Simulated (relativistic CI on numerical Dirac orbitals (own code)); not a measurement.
Energy levels of Au⁶⁸⁺

Computed by Dirac-Coulomb-Breit CI, orbitals from a KLI potential per configuration, QED by a radiative potential, unscaled Slater integrals (own radial code, finite nucleus).

CI space (outside the closed core [Ne]): 3s, 3p, 3d, 4s, 4p, 4d, 4f, 5s, 5p, 5d, 5f, 5g, 6s, 6p, 6d, 7s, 7p. Levels of other configurations are missing.

The lowest level is 3s 2S_1/2, with 100 % of that term; Hund's rules for 3s give 2S with J = 1/2, in agreement.

| No. | Configuration | Term | J | E (Ry) | % | Lifetime (s) |
| --- | --- | --- | --- | --- | --- | --- |
| 1 | 3s | 2S | 1/2 | 0.000 | 100 |  |
| 2 | 3p | 2P° | 1/2 | 13.039 | 100 | 1.98e-11 |
| 3 | 3p | 2P° | 3/2 | 50.562 | 100 | 3.09e-13 |
| 4 | 3d | 2D | 3/2 | 65.445 | 100 | 3.94e-13 |
| 5 | 3d | 2D | 5/2 | 73.878 | 100 | 3.62e-12 |
| 6 | 4s | 2S | 1/2 | 280.499 | 100 | 1.10e-14 |
| 7 | 4p | 2P° | 1/2 | 285.874 | 100 | 9.11e-15 |
| 8 | 4p | 2P° | 3/2 | 301.244 | 100 | 1.60e-14 |
| 9 | 4d | 2D | 3/2 | 306.889 | 100 | 6.63e-15 |
| 10 | 4d | 2D | 5/2 | 310.533 | 100 | 6.28e-15 |
| 11 | 4f | 2F° | 5/2 | 313.457 | 100 | 2.99e-15 |
| 12 | 4f | 2F° | 7/2 | 315.063 | 100 | 3.09e-15 |
| 13 | 5s | 2S | 1/2 | 405.150 | 100 | 1.38e-14 |
| 14 | 5p | 2P° | 1/2 | 407.843 | 100 | 1.15e-14 |
| 15 | 5p | 2P° | 3/2 | 415.569 | 100 | 1.87e-14 |
| 16 | 5d | 2D | 3/2 | 418.330 | 100 | 8.85e-15 |
| 17 | 5d | 2D | 5/2 | 420.208 | 100 | 8.64e-15 |
| 18 | 5f | 2F° | 5/2 | 421.659 | 100 | 5.65e-15 |
| 19 | 5f | 2F° | 7/2 | 422.485 | 100 | 5.86e-15 |
| 20 | 5g | 2G | 7/2 | 422.685 | 100 | 1.01e-14 |
| 21 | 5g | 2G | 9/2 | 423.174 | 100 | 1.02e-14 |
| 22 | 6s | 2S | 1/2 | 471.118 | 100 | 1.95e-14 |
| 23 | 6p | 2P° | 1/2 | 472.650 | 100 | 1.62e-14 |
| 24 | 6p | 2P° | 3/2 | 477.064 | 100 | 2.54e-14 |
| 25 | 6d | 2D | 3/2 | 478.622 | 100 | 1.29e-14 |
| 26 | 6d | 2D | 5/2 | 479.710 | 100 | 1.28e-14 |
| 27 | 7s | 2S | 1/2 | 510.171 | 100 | 2.74e-14 |
| 28 | 7p | 2P° | 1/2 | 511.123 | 100 | 2.35e-14 |
| 29 | 7p | 2P° | 3/2 | 513.876 | 100 | 3.52e-14 |

Energies count from the lowest computed level; ° marks odd parity; lifetimes are radiative, by E1, M1, E2, M2 decay to levels of this space only.

The mean weight of the leading LS term, summed over parents, in these 29 levels is 100 %, and that of the leading jj configuration (from the same eigenvectors) 100 %.

At this charge energies of transitions that change n are usually good to better than 1 %, and those within a shell (Δn = 0) to a few per cent.
